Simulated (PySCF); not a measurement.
# Simulated absorption spectrum

Compound: C4H2FNO2S.
SMILES: `c1nc(OC=O)c(s1)F`

Computed with TDDFT PBE0/def2-SVPD, vertical, gas phase, core orbitals frozen in the response (PySCF 2.14.0, density-fitted response routines). Geometry: GFN2-xTB, one conformer, isolated molecule.

Each state is given a Gaussian of 0.3 eV full width at half maximum, with ε(max) = 2.175×10⁸ f / Δν̃ (Δν̃ the width in cm⁻¹). The cross-section is σ = 3.8235×10⁻²¹ ε cm², given in Mb (10⁻¹⁸ cm²). The width is an assumption, not a result. The curve ends short of the highest state used, and states not computed would add to its high-energy end.

(E (eV), σ (Mb)): (4.94, 0.02), (4.99, 0.10), (5.04, 0.32), (5.09, 0.93), (5.14, 2.32), (5.19, 4.95), (5.24, 9.10), (5.29, 14.38), (5.34, 19.52), (5.39, 22.81), (5.44, 22.96), (5.49, 20.06), (5.54, 15.58), (5.59, 11.58), (5.63, 9.84), (5.68, 9.97), (5.73, 12.10), (5.78, 14.78), (5.83, 16.33), (5.88, 15.73), (5.93, 13.06), (5.98, 9.33), (6.03, 5.80), (6.08, 3.33)

(1) Where are the band maxima, and which computed states make them?

(2) On this curve, what absorbance would a 10⁻⁵ mol/L sample give at 248 nm over a 1 cm path?

(3) Coming from long wavelengths, where does ε first pass 100 L mol⁻¹ cm⁻¹?

Answers

(1) 229 nm (5.42 eV), ε about 6100, made up of S1 (31%) and S2 (69%); 212 nm (5.84 eV), ε about 4300, made up of S4 (93%) (ε in L mol⁻¹ cm⁻¹; maxima over ε = 5, shares over 10%). The states used: S1 5.39 eV (f 0.021); S2 5.43 eV (f 0.047); S3 5.64 eV (f 0.0004); S4 5.84 eV (f 0.044); S5 5.87 eV (f 0.0032); S6 6.44 eV (f 0.056); S7 6.56 eV (f 0.0006); S8 6.68 eV (f 0.0016).

(2) 248 nm is 4.999 eV, where ε is about 32 L mol⁻¹ cm⁻¹, so A = ε c l ≈ 0.00032 (Beer–Lambert, with the gas-phase spectrum and the assumed width).

(3) At about 246 nm (5.05 eV), 0.34 eV below S1.

The run took 37 s wall on one thread, Arm Neoverse V2 (aarch64), shared host with 32 logical CPUs at a one-minute load of 18, and the process peaked at 0.82 GiB of memory.
